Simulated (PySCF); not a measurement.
SbH3.
Hydrogens: H2, H3, H4 on Sb1.

A GFN2-xTB structure was refined with PBE0-D3(BJ)/def2-SVP geometry optimisation, gas phase, def2 core potentials past Kr in PySCF. Its GFN2-xTB values:

```json
{"coordinate": "Sb1–H2", "GFN2-xTB": "1.634 Å"}
{"coordinate": "Sb1–H3", "GFN2-xTB": "1.806 Å"}
{"coordinate": "H2–Sb1–H3", "GFN2-xTB": "88.4°"}
```

**Question.** How do these coordinates change at the PBE0-D3(BJ)/def2-SVP level?

**Answer.** 
```json
{"coordinate": "Sb1–H3", "PBE0-D3(BJ)/def2-SVP (Å or °)": "1.716", "change": "-0.090"}
{"coordinate": "Sb1–H2", "PBE0-D3(BJ)/def2-SVP (Å or °)": "1.716", "change": "+0.082"}
{"coordinate": "H2–Sb1–H3", "PBE0-D3(BJ)/def2-SVP (Å or °)": "91.2", "change": "+2.8"}
```

The energy falls by 0.199 eV over 6 energy and gradient evaluations, the largest force component goes from 0.0331 to 4.0e-06 Eh/bohr, and the atoms move by 0.087 Å rms after alignment. The bond that changes most is Sb1–H3 (ends: antimony bonded to 3 H; hydrogen on antimony), which shortens by 0.090 Å. Bonds longer at the end by more than 0.005 Å: 2 of 3; shorter: 1. Rotational constants go from 96175, 86530, 83568 to 87085, 87067, 83474 MHz.

The run used 41 basis functions and 30 SCF cycles in all. Hardware: an Arm Neoverse V1 with one thread (shared host). Cost: 4.1 s of wall time, 0.22 GiB resident at most.

PBE0-D3(BJ)/def2-SVP frequencies: not computed here.
